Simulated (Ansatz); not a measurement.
Geometry optimisation, RKS PBE-D4/def2-SVP (Ansatz 0.2.0).

input.yaml

```yaml
crystal:
  periodic: [false, false, false]
  atoms:
    - { symbol: Al, position_ang: [0.0, 0.0, 0.0] }
    - { symbol: "N", position_ang: [0.0, 0.0, 2.27] }
    - { symbol: H, position_ang: [-0.877, -0.2713, 2.8] }
    - { symbol: H, position_ang: [0.877, 0.2713, 2.8] }
    - { symbol: Cl, position_ang: [1.9312, 0.0, -1.115] }
    - { symbol: O, position_ang: [-1.5415, 0.0, -0.89] }
    - { symbol: H, position_ang: [-2.0512, -0.8467, -0.6815] }
    - { symbol: O, position_ang: [0.4375, -1.9248, 0.6559] }
    - { symbol: H, position_ang: [-0.1954, -2.5811, 0.2213] }
    - { symbol: H, position_ang: [0.2812, -1.2373, 1.8121] }
basis:
  gaussian: { orbitals: def2-SVP }
hamiltonian:
  xc: pbe
  dispersion: d4
relax:
  f_tol: 0.15
  max_steps: 25
  restrain:
    - { distance: [0, 7], at: 2.98, k: 30.0 }
    - { distance: [9, 1], at: 2.26, k: 30.0 }
    - { distance: [0, 1], at: 1.92, k: 30.0 }
    - { distance: [9, 7], at: 1.01, k: 30.0 }
output:
  orbitals: {}
```

Run as:

```bash
$ ansatz run input.yaml --threads 2 --pin off --max-ram 3072MiB --backend cpu --events-out ev --progress --plain --runs-dir out
```

Question: Where does it end, and by what steps?

Answer: It converged. The restraints hold the end off the free minimum; the threshold counts their pulls, which the force column leaves out. Restrained pairs: Al1–O8 (2.08 → 2.96 Å), N2–H10 (1.35 → 2.25 Å), Al1–N2 (2.27 → 1.88 Å), O8–H10 (1.35 → 1.00 Å). After 10 steps the energy has fallen by 0.947 eV (the restraints' own energy left out); H10 moved furthest, 0.92 Å.

```csv
step,energy less start (eV),largest force component (eV/Å),accepted
0,0.0000,2.955,yes
1,0.6299,2.621,yes
2,0.6370,2.298,yes
3,0.0946,1.936,yes
4,-0.5065,0.961,yes
5,-0.6760,1.747,yes
6,-0.7621,1.911,yes
7,-0.9023,1.492,yes
8,-0.9235,1.412,yes
9,-0.9299,1.438,yes
10,-0.9471,1.367,yes
```

```xyz
10
Properties=species:S:1:pos:R:3
Al 0.019 0.157 0.107
N -0.017 0.053 1.982
H -0.892 0.192 2.495
H 0.742 0.508 2.502
Cl 1.812 0.759 -0.817
O -1.370 -0.028 -0.869
H -2.246 -0.309 -0.567
O 0.590 -2.678 0.756
H -0.267 -3.142 0.719
H 0.490 -2.103 1.564
```

The run took 27 s on 2 threads of Arm Neoverse V1 (shared host), peak memory 0.15 GiB.
